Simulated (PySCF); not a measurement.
# Ionisation energy along the 9-electron series

Calculated with PySCF 2.14 and a two-component X2C-1e Hamiltonian (Gaussian nucleus, no Breit or QED terms), each ion in its own even-tempered basis scaled to its charge; GMP2 freezes nothing and drops the highest virtual spinors. Values in eV. NIST values: (m) measured, (s) semi-empirical, (t) theoretical.

| ion | configuration | GHF (spin-free) | GMP2 (spin-free) | GHF (screened spin-orbit) | GMP2 (screened spin-orbit) | NIST |
| --- | --- | --- | --- | --- | --- | --- |
| Sc¹²⁺ | [He] 2s2 2p5 | 756.51 | 757.99 | 755.96 | 757.43 | 757.7 ± 1 (s) |
| Ti¹³⁺ | [He] 2s2 2p5 | 863.00 | 864.48 | 862.25 | 863.72 | 864 ± 1.2 (s) |
| V¹⁴⁺ | [He] 2s2 2p5 | 976.39 | 977.87 | 975.38 | 976.85 | 977.2 ± 1.3 (s) |

Between Z = 21 and Z = 23 the GMP2 (screened spin-orbit) value grows as Z to the power 2.80.
